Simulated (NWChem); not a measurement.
Species: CH4F2Si; SMILES FC(F)[SiH3]

```xyz
8

F     -0.1409    -1.1246     1.1006
C      0.3916    -0.5305     0.0000
F     -0.1409    -1.1246    -1.1006
Si    -0.0567     1.3405     0.0000
H      1.4786    -0.7382     0.0000
H      0.5212     1.9695    -1.2226
H      0.5212     1.9695     1.2226
H     -1.5411     1.4589     0.0000
```
Atoms are numbered in this order, from 1.

All runs: NWChem. Medium grid unless said otherwise, to which SCAN and Minnesota functionals are sensitive. All runs use the structure optimised with PBE0/def2-SVP.

Question: Order these by “orbital gap (eV)”, lowest first: PBE/def2-SVP; BHandHLYP/def2-SVP; M06/def2-SVP; TPSSh/def2-SVP; B3LYP/def2-SVP.

Answer: PBE/def2-SVP (6.84), TPSSh/def2-SVP (8.21), B3LYP/def2-SVP (8.87), M06/def2-SVP (9.49), BHandHLYP/def2-SVP (11.80)
